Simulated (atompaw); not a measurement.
**Plane-wave convergence, PAW (atompaw) potential for K**

| Property | Result |
| --- | --- |
| Element | K |
| Generator | atompaw 4.2.0.5 |
| Type | PAW |
| Functional | PBE |
| Relativity | scalar-relativistic |
| Frozen core | [Ar] |
| Valence charge | 1 |
| Reference configuration | 4s0.75 4p0.25 |
| Partial waves | 4s (bound): rc 3.00 bohr; 4s channel at 0.85 Ry: rc 3.00 bohr; 4p (bound): rc 3.00 bohr; 4p channel at 1 Ry: rc 3.00 bohr; 3d channel at 0.05 Ry: rc 3.00 bohr |
| Local potential | bessel scheme, radius 2.10 bohr |
| Core correction | smooth core density matched at 2.75 bohr |
| Augmentation charge | besselshape compensation charge, radius 2.50 bohr; PAW radius 3.00 bohr; waves and projectors: custom polynom2 7 10 vanderbiltortho |

The pseudo-atom Hamiltonian at the reference potential is diagonalised in spherical Bessel functions j_l(qr) that vanish at 20 bohr, with q² up to the cutoff. All-electron valence levels (Ry): 4s -0.1839, 4p -0.0712.

Problem. How do the lowest levels (Ry) of each channel move with the cutoff, and are there ghosts?

Solution.

```tsv
cutoff (Ry)	s #1	p #1	p #2	d #1	f #1	f #2	Σ f·Δε (mRy)
8	-0.1837	-0.6293	-0.0707	0.0007	0.0724	0.1912	0.2
10	-0.1837	-0.6407	-0.0708	0.0003	0.0724	0.1912	0.1
400	-0.1839	-0.6451	-0.0709	0.0000	0.0724	0.1912	0.0
```

Result: ghost state, extra bound levels that the all-electron valence spectrum of the same l lacks: p at -8.8 eV (a true bound ghost makes a file unfit for plane-wave use); 10 mRy is reached at 6 Ry and 1 mRy at 6 Ry.
